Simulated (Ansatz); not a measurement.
Coupled-cluster diagnostics for WS₂F₂, Ansatz.

Geometry of the singlet (PBE-D4/def2-SVP):

```xyz
5

W     0.0379   -0.0683    0.0912
S    -1.2807   -0.6639   -1.4851
S     0.5521    1.9770   -0.2701
F     1.5944   -1.0898   -0.0362
F    -0.9037   -0.1550    1.7002
```

In the def2 sets W takes a core potential; there is no spin–orbit coupling. Correlated methods freeze 12 core orbitals; core or outer-core shells of W are correlated, in sets that lack core-valence functions.

Estimate the CCSD(T) correlation energy, the shares of MP2 and (T), T1 and the reference's ⟨S²⟩ for: charge 0, singlet, own geometry in def2-TZVPP; and the rough time on 4 threads of Arm Neoverse N1 on a shared host.


```csv
state,basis,correlation (eV),MP2 share (%),(T) share (%),T1,⟨S²⟩ (pure),wall time
"charge 0, singlet, own geometry",def2-TZVPP,-37.934,98.1,5.7,0.023,0.00 (0.00),3.5 min
```
Customary marks for T1 are 0.02 (closed shells), 0.045 (open shells) and about 0.05 (3d metals). T1 exceeds 0.02 in 1 of 1 rows and 0.045 in 0; the higher it lies, the less the single-reference result can be trusted.
